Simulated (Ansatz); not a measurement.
CH₇AlGeS, SMILES `C[S][AlH][GeH3]`, relaxed with RKS PBE0-D4/def2-TZVP in Ansatz 0.2.0 from a PBE-D4/def2-SVP geometry. The force threshold is 0.005 eV/Å; the program also tests the step.

Charge 0, multiplicity 1.

Start:

```xyz
11

C    -1.899   -0.073   -0.863
S    -1.613    1.501    0.052
Al    0.418    1.334    0.862
Ge    1.794   -0.685    0.418
H    -2.626   -0.691   -0.302
H    -2.326    0.178   -1.852
H    -0.967   -0.651   -1.011
H     0.872    2.596    1.730
H     1.427   -1.850    1.384
H     1.608   -1.247   -1.022
H     3.313   -0.413    0.603
```

Question: How much energy does the relaxation release, and in how many steps? (An estimate is asked.)

Answer: The calculation gave: 3.12 kJ/mol, in 15 steps, 2 of them rejected.

Question: Which bonds change most? (An estimate is asked.)

Answer: The calculation gave: C1–S2 from 1.842 to 1.820 Å; S2–Al3 from 2.192 to 2.170 Å; C1–H7 from 1.107 to 1.089 Å; C1–H5 from 1.107 to 1.089 Å.

Question: Give the relaxed structure. (Best estimate.)

Answer: Ansatz gave: 
```xyz
11

C    -1.870   -0.070   -0.860
S    -1.602    1.495    0.029
Al    0.401    1.332    0.850
Ge    1.767   -0.688    0.421
H    -2.508   -0.721   -0.263
H    -2.373    0.161   -1.798
H    -0.934   -0.581   -1.079
H     0.873    2.571    1.715
H     1.387   -1.837    1.378
H     1.588   -1.239   -1.008
H     3.272   -0.424    0.615
```
